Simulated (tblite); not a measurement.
C4H9OSi (doublet state).
Atom-mapped SMILES: `[SiH3:1][C:2]1[CH2:3][CH2:4][O:5][CH2:6]1` (hydrogens: H7, H8, H9 on Si1; H10, H11 on C3; H12, H13 on C4; H14, H15 on C6)

Cartesian coordinates in Å at the GFN2-xTB level; atoms count from 1:
```
atom  x, y, z in Å
Si1    2.2364    0.0183    0.1003
C2     0.3957   -0.0775    0.0389
C3    -0.5905    0.9236    0.5321
C4    -1.9114    0.4050   -0.0537
O5    -1.7446   -0.9898   -0.2080
C6    -0.3825   -1.2219   -0.5055
H7     2.6016    1.4036    0.3987
H8     2.7929   -0.3982   -1.1925
H9     2.7962   -0.8657    1.1347
H10   -0.6255    0.9219    1.6281
H11   -0.3601    1.9420    0.2162
H12   -2.7756    0.5651    0.5918
H13   -2.1015    0.8715   -1.0328
H14   -0.2364   -1.3023   -1.5994
H15   -0.0991   -2.1876   -0.0707
```

The geometry is computed with GFN2-xTB (gas phase). This method treats the open shell by occupation alone, without spin polarisation.

Masses are those of the commonest isotopes; rigid-rotor values at the optimised geometry. The values belong to one conformer with, in the numbering `[SiH3:1][C:2]1[CH2:3][CH2:4][O:5][CH2:6]1`, Si1–C2–C3–C4 169°, C2–C3–C4–O5 27°, C3–C4–O5–C6 -32°, C4–O5–C6–C2 25°.

(1) Give the principal moments of inertia and the rotational constants in MHz.

(2) What kind of rotor is it?

(3) What does the inertial defect say?

(4) Give the other two planar moments, Paa and Pbb, and the rms extents of the mass along the axes.

(5) Where do the levels up to J = 3 lie, in MHz?

Answers

(1) Ia = 74.40, Ib = 285.96, Ic = 342.43 u·Å²; 505379 MHz·u·Å²/I gives A = 6792, B = 1767, C = 1476 MHz.

(2) An asymmetric top. Ray's parameter κ = (2B − A − C)/(A − C) = -0.890; −1 is the prolate and +1 the oblate limit.

(3) Not planar: Δ = Ic − Ia − Ib = -17.93 u·Å². For a rigid frame Δ = −2 Σ m c², so Σ m c² = 8.97 u·Å² lies off the ab plane: 7.83 from hydrogen and 1.14 from heavier atoms. The atom farthest from that plane is 1.27 Å away.

(4) Paa = Σ m a² = (Ib + Ic − Ia)/2 = 276.99 and Pbb = Σ m b² = (Ia + Ic − Ib)/2 = 65.44 u·Å². With the mass M = 101.04 u, the rms extents √(P/M) along a, b and c are 1.66, 0.80, 0.30 Å.

(5) Above 0(0,0):
J = 1: 1(0,1) 3243, 1(1,1) 8268, 1(1,0) 8560
J = 2: 2(0,2) 9717, 2(1,2) 14463, 2(1,1) 15338, 2(2,1) 30413, 2(2,0) 30425
J = 3: 3(0,3) 19398, 3(1,3) 23748, 3(1,2) 25497, 3(2,2) 40142, 3(2,1) 40204, 3(3,1) 66004, 3(3,0) 66004
The levels of one J sum to (2J + 1)J(J + 1)(A + B + C)/3.

For this open shell read J as N, the rotation without spin; fine and hyperfine splittings come on top. Its GFN2-xTB frequencies are all real (lowest 32 cm⁻¹). Zero-point vibration and centrifugal distortion are left out.
